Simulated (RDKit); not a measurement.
RDKit input (UFF):

```python
from rdkit import Chem
from rdkit.Chem import AllChem, rdDetermineBonds

mol = Chem.MolFromXYZFile('mol.xyz')
rdDetermineBonds.DetermineBonds(mol, charge=0)
print('SMILES', Chem.MolToSmiles(Chem.RemoveHs(mol)))
ff = AllChem.UFFGetMoleculeForceField(mol)
e0 = ff.CalcEnergy()
flag = ff.Minimize(maxIts=5000, forceTol=1e-5)
print(f'energy {e0:.4f} -> {ff.CalcEnergy():.4f} kcal/mol, converged: {flag == 0}')
print(Chem.MolToXYZBlock(mol))
```
mol.xyz:
```
15

C     -1.53920900    -1.57302800    -1.48755900
O     -0.79950800    -1.33771700    -0.29228500
Si    -0.02235100     0.05121100     0.06733000
S     -1.46219400     1.61693200    -0.10935600
S      0.83084300    -0.17035700     2.01124800
O      1.21009500     0.39696500    -0.94457400
C      2.39354700    -0.38446300    -1.08606200
H     -0.95995800    -1.29869900    -2.37237800
H     -1.77182100    -2.63616400    -1.52819000
H     -2.47180800    -1.00437100    -1.48579800
H     -0.57529700     2.58989100     0.15816200
H     -0.33642500    -0.50092100     2.58832300
H      2.92968600    -0.01677800    -1.95977900
H      3.03369400    -0.28304200    -0.20683400
H      2.15573100    -1.44109900    -1.22978600
```

Output:

```
SMILES CO[Si](S)(S)OC
energy 39.3735 -> 5.9967 kcal/mol, converged: True
15

C     -1.301177   -1.541006   -1.487044
O     -0.677925   -1.524501   -0.226397
Si    -0.023550    0.055028    0.071236
S     -1.595588    1.521633    0.077748
S      0.902585    0.071828    2.011408
O      1.134828    0.477046   -1.150143
C      2.176635   -0.467721   -1.150979
H     -0.588158   -1.293897   -2.304978
H     -1.673442   -2.568093   -1.678826
H     -2.182636   -0.863553   -1.512973
H     -0.690401    2.563967    0.350409
H     -0.303478   -0.279503    2.645558
H      2.882872   -0.207647   -1.965756
H      2.750872   -0.439596   -0.199115
H      1.803588   -1.495623   -1.357686
```

The geometry given is a B3LYP-D3(BJ)/def2-TZVP minimum.
